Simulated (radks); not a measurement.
Species: Ru IV. Configuration: [Ar] 3d10 4s2 4p5.5 4d5 5d0.5 (fractional occupations, a model configuration).

Calculated with a radial shooting solver on a logarithmic mesh with Libxc functionals: Dirac Kohn-Sham, Wu-Cohen GGA, spin-unpolarised, spherical densities, point nucleus; open shells fill j = l - 1/2 first.

Energy parts (eV):
part                       energy
total                 -123202.488
kinetic                128215.251
electron-nucleus      -296449.867
Hartree                 48614.440
exchange-correlation    -3582.310

Orbitals (lengths in bohr, moments of r in powers of bohr; r(max) is where P^2 peaks):
orbital  occ.  eigenvalue (eV)     <r^2>   r(max)      <r^4>  small-component weight
1s1/2       2        -21964.45  0.001510  0.02172  5.912e-06                2.58e-02
2s1/2       2        -3192.762   0.02496   0.1230   0.001075                5.34e-03
2p1/2       2        -2954.016   0.01876  0.09546  0.0007078                5.35e-03
2p3/2       4        -2823.063   0.02011  0.09946  0.0008015                5.16e-03
3s1/2       2        -595.9117    0.1857   0.3618    0.05318                1.46e-03
3p1/2       2        -503.2340    0.1822   0.3485    0.05397                1.40e-03
3p3/2       4        -481.0030    0.1920   0.3581    0.05973                1.35e-03
3d3/2       4        -316.7220    0.1748   0.2993    0.05834                1.24e-03
3d5/2       6        -312.3892    0.1779   0.3021    0.06026                1.22e-03
4s1/2       2        -115.7679     1.144   0.9101      1.951                3.58e-04
4p1/2       2         -87.6899     1.334   0.9582      2.751                3.10e-04
4p3/2     3.5         -84.1188     1.403   0.9820      3.040                2.97e-04
4d3/2       4         -41.4997     2.272    1.149      8.930                1.92e-04
4d5/2       1         -41.0577     2.309    1.158      9.222                1.89e-04
5d3/2     0.5         -14.6561     17.94    3.710      464.9                3.39e-05
5d5/2       0         -14.5956     18.10    3.729      472.9                3.37e-05

The highest occupied level is 5d3/2 at -14.656 eV. The density falls to 0.001 e/bohr^3 at r = 3.84 bohr. Summed over all electrons, <r^2> = 33.67 bohr^2, which gives a Langevin (diamagnetic) susceptibility term of -26.7 x 10^-6 cm^3/mol.
